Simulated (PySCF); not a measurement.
## Computed properties of In(H)(F)(NH2) (FH₃InN), SMILES [NH2][InH][F]

In(H)(F)(NH2) (FH3InN), SMILES [F][InH][NH2]. The structure is a stationary point at B3LYP-D3(BJ)/def2-TZVP. The def2 effective core potentials stand for the cores of In; spin–orbit coupling is left out. The values are those of a single conformer. All values are computed for the isolated molecule unless a solvent is named; none is compared with measurement here.

**Structure.** All 12 harmonic modes at B3LYP-D3(BJ)/def2-TZVP (PySCF) are real, so it is a minimum. With heavy atoms numbered as in [InH:1]([F:3])[NH2:4], the shortest bond between them is In1–F3 at 1.975 Å and the longest In1–N4 at 2.010 Å.

**Vibrations.** The strongest infrared lines (harmonic, unscaled, degenerate partners summed) lie at 333 cm⁻¹ (136 km/mol, H 77 %, N 19 %), 1892 cm⁻¹ (97 km/mol, H 99 %), 437 cm⁻¹ (87 km/mol, H 90 %). The softest mode is at 135 cm⁻¹ and the zero-point energy is 20.3 kcal/mol.

**Electronic structure.** HF/def2-TZVPD (PySCF) places the frontier levels at -10.92 and 0.79 eV, a gap of 11.71 eV, and gives a dipole moment of 3.64 D and a mean polarisability of 39.7 bohr³.

**Excitations.** TDA-M06-2X/def2-SVPD (PySCF) has S1 at 5.55 eV (223 nm, f = 0.063, bright); the most intense of the 10 singlets computed lies at 7.77 eV (f = 0.11). T1 (TDA) is at 4.71 eV, 0.84 eV under S1. No vertical singlet excitation falls in the visible range (under 3.1 eV).
